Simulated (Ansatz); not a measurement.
Input file for Ansatz (a program for electronic structure): U-CCSD(T)/6-31G on GeH4 (SMILES [GeH4]), a point of a bond scan (R = 2.688 Å). The run froze 14 orbitals, filled d shells among them.

Ansatz 0.2 input:
```yaml
crystal:
  periodic: [false, false, false]
  atoms:
    - {symbol: Ge, position_ang: [-0.00000000, 0.00000000, 0.00000000]}
    - {symbol: H, position_ang: [-1.07783834, -1.54370312, -1.91808486]}
    - {symbol: H, position_ang: [0.57332193, -0.89073123, 1.11206704]}
    - {symbol: H, position_ang: [-1.08236259, 0.91830644, 0.58651322]}
    - {symbol: H, position_ang: [1.12494829, 0.85454086, -0.60253176]}
basis:
  gaussian:
    orbitals: 6-31G
correlation: {method: ccsd_t, electrons: outside_noble_gas}
scf: {omitted_lower_state_checks: [cluster_reference]}
magnetization: {spin_polarized: true, initial_magnetization: 0}
```

Program output:

```
WARN ansatz: RAYON_NUM_THREADS=2 ignored (pool sized by the plan → 2); use --threads N
Functional definition: HF
these checks for a lower state are left out or cut short: cluster_reference
integrals: 0.01 GiB planned
380 factors; integrals over basis functions are off by at most 4.8e-4 eV
mean field: 0.08 GiB planned
mean field evaluation 1: about -56522.8234 eV, gradient 6.5e0 eV
mean field evaluation 2: about -56522.8237 eV, gradient 6.5e0 eV
mean field evaluation 4: about -56523.2228 eV, gradient 1.0e0 eV
mean field evaluation 8: about -56523.2284 eV, gradient 2.7e-2 eV
mean field evaluation 16: about -56523.2283 eV, gradient 2.4e-6 eV
mean field evaluation 32: about -56524.0243 eV, gradient 5.5e-2 eV
mean field -56524.02732165 eV, -2077.2196907089 hartree, gradient 9.3e-7 eV, S^2 0.745328; 4 other end points of the search recorded, 0 dependent functions left out
14 core orbitals not correlated
reference -56524.02732165 eV, -2077.2196907089 hartree; 4, 4 occupied and 19, 19 virtual orbitals, 380 factors
second order -1.41745298 eV of doubles, -0.00000000 eV of singles
coupled cluster: 0.06 GiB planned
cycle   1  -1.79427675 eV  change   -3.8e-1 eV  update   5.9e-2
cycle   2  -2.01111477 eV  change   -2.2e-1 eV  update   3.6e-2
cycle   3  -2.07004698 eV  change   -5.9e-2 eV  update   2.8e-2
cycle   4  -2.24383925 eV  change   -1.7e-1 eV  update   2.4e-2
cycle   5  -2.34610217 eV  change   -1.0e-1 eV  update   1.5e-2
cycle   6  -2.37356488 eV  change   -2.7e-2 eV  update   7.7e-3
cycle   7  -2.39857053 eV  change   -2.5e-2 eV  update   2.6e-3
cycle   8  -2.39665143 eV  change    1.9e-3 eV  update   1.3e-3
cycle   9  -2.39637994 eV  change    2.7e-4 eV  update   3.7e-4
cycle  10  -2.39713547 eV  change   -7.6e-4 eV  update   1.7e-4
cycle  11  -2.39727754 eV  change   -1.4e-4 eV  update   4.9e-5
cycle  12  -2.39728911 eV  change   -1.2e-5 eV  update   1.7e-5
cycle  13  -2.39726416 eV  change    2.5e-5 eV  update   6.6e-6
cycle  14  -2.39726295 eV  change    1.2e-6 eV  update   2.3e-6
coupled cluster: 0.06 GiB planned
perturbative correction -0.07381416 eV, -0.0027126205 hartree
Total energy: -56526.49839877 eV, -2077.3105011179 hartree
Checks for a lower state left out: cluster_reference
```

Self-consistency was reached. Its determinant has ⟨S²⟩ = 0.75, a mixture of spin states.

Cost: around 1.6 core-seconds (rough).
